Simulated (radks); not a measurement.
Rh+, 44 electrons, occupied as [Kr] 4d7 5p1 (not the ground configuration). Method: Dirac Kohn-Sham, PBE, spin-unpolarised, spherical densities, finite nucleus; open shells fill j = l - 1/2 first; Fermi nuclear charge, rms radius 4.4945 fm; computed with a radial shooting solver on a logarithmic mesh with Libxc functionals.

Normalised radial functions P(r) = r R(r) (large component), r in bohr:

```
   r/bohr * 5p1/2 (the largest magnitude, 0.583, reaches the edge; | marks zero)
 0.005644                             *
 0.007527                             *
  0.01012                             |*
  0.01361                             |*
  0.01829                             |*
  0.02459                             | *
   0.0328                             |  *
   0.0441                             |   *
   0.0593                             |    *
  0.07972                             |    *
   0.1072                             |  *
   0.1441                             *
   0.1922                         *   |
   0.2584                      *      |
   0.3474                       *     |
   0.4671                             |*
    0.628                             |        *
   0.8443                             |           *
    1.126                             |     *
    1.514                      *      |
    2.036         *                   |
    2.737  *                          |
     3.68    *                        |
    4.947            *                |
    6.598                     *       |
    8.871                           * |
    11.93                             *
```

5p1/2: eigenvalue -7.959 eV, 3 radial nodes at r = 0.143, 0.452, 1.30 bohr, <r> = 3.53 bohr, 90 % of the charge inside 5.28 bohr.
